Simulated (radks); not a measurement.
In0.75+, 48.25 electrons, occupied as [Ne] 3s2 3p5.25 3d10 4s2 4p6 4d10 5s2 5p1 (fractional occupations, a model configuration).

Calculated with a radial shooting solver on a logarithmic mesh with Libxc functionals: Dirac Kohn-Sham, PBE, spin-unpolarised, spherical densities, finite nucleus; open shells are shared between the two j in proportion to 2j + 1; Fermi nuclear charge, rms radius 4.6156 fm.

Energy parts (Ry):
| part | energy |
|---|---|
| total | -11729.59732 |
| kinetic | 12324.72432 |
| electron-nucleus | -28399.58717 |
| Hartree | 4662.16615 |
| exchange-correlation | -316.90062 |

Orbitals (lengths in bohr, moments of r in powers of bohr):
| orbital | occ. | eigenvalue (Ry) | <1/r> |
|---|---|---|---|
| 1s1/2 | 2 | -2041.570 | 51.86 |
| 2s1/2 | 2 | -307.7316 | 12.00 |
| 2p1/2 | 2 | -287.2273 | 11.99 |
| 2p3/2 | 4 | -271.7085 | 11.20 |
| 3s1/2 | 2 | -59.90942 | 4.249 |
| 3p1/2 | 1.75 | -51.63690 | 4.158 |
| 3p3/2 | 3.5 | -48.80211 | 3.965 |
| 3d3/2 | 4 | -34.19418 | 3.810 |
| 3d5/2 | 6 | -33.61063 | 3.760 |
| 4s1/2 | 2 | -9.79967 | 1.670 |
| 4p1/2 | 2 | -7.05083 | 1.556 |
| 4p3/2 | 4 | -6.53863 | 1.493 |
| 4d3/2 | 4 | -2.24139 | 1.204 |
| 4d5/2 | 6 | -2.17085 | 1.188 |
| 5s1/2 | 2 | -1.10322 | 0.5377 |
| 5p1/2 | 0.333333 | -0.61759 | 0.4263 |
| 5p3/2 | 0.666667 | -0.58245 | 0.4091 |

The highest occupied level is 5p3/2 at -7.925 eV. Summed over all electrons, <r^2> = 48.37 bohr^2, which gives a Langevin (diamagnetic) susceptibility term of -38.3 x 10^-6 cm^3/mol. The electron density at the nucleus is 1.749e+05 e/bohr^3.
